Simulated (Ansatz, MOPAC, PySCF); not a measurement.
Noncovalent pair: NH3 (SMILES N) (first 4 atoms) with N2 (SMILES N#N); geometry from B3LYP-D3(BJ)/def2-TZVP, rigid monomers moved along the line of their centres of mass till H4···N6 is 2.38 Å.
(charge 0, multiplicity 1):
```xyz
6

N     -0.077    -0.118    -0.355
H      0.881     0.150    -0.549
H     -0.660     0.690    -0.537
H     -0.139    -0.319     0.637
N     -0.012    -0.043     4.088
N     -0.070    -0.181     3.007
```

Monomers are frozen at their geometry in the pair; levels with a basis set take the counterpoise correction. Rows marked so take none.

Correlated levels freeze the cores. CBS: X⁻³ extrapolation of the correlation energy, Hartree–Fock from the larger set. Rows in 3-21G, 6-311+G**, 6-31G* carry no dispersion term and start afresh at each structure (6-31G* with six Cartesian d functions). MP2/6-31G* freezes PySCF's default core. The state that AM1, PM7 reach isn't checked; PM7 holds dispersion and hydrogen-bond terms.

Run with Ansatz (Gaussian basis) for Hartree–Fock, density functionals and correlated methods; MOPAC for AM1, PM7 (differences of heats of formation); PySCF for 3-21G rows, 6-311+G** rows, 6-31G* rows, the dispersion terms. Each number belongs to the level named beside it.

Other levels give for the interaction energy: PBE/def2-TZVPPD -3.7; B3LYP/def2-TZVPPD 15.2; B3LYP-D3(BJ)/def2-TZVPPD -11.9; wB97M-V/def2-TZVPPD -5.6; CCSD(T)/CBS(aug-cc-pVDZ, aug-cc-pVTZ) -11.6 meV.

Task: What do these common cheap choices give for the same quantity: AM1, PM7, HF/3-21G (no counterpoise), HF/6-31G*, BP86/6-31G* (no counterpoise), B3LYP/6-311+G** (no counterpoise), M06-2X/6-31G* (no counterpoise), MP2/6-31G* (no counterpoise)?

Result: AM1 31.9; PM7 -138.3; HF/3-21G (no counterpoise) -55.0; HF/6-31G* 31.7; BP86/6-31G* (no counterpoise) -8.1; B3LYP/6-311+G** (no counterpoise) 6.8; M06-2X/6-31G* (no counterpoise) -27.4; MP2/6-31G* (no counterpoise) -34.0 meV. They span -138.3 to 31.9 meV.

Ansatz is a quantum-chemistry and plane-wave program.
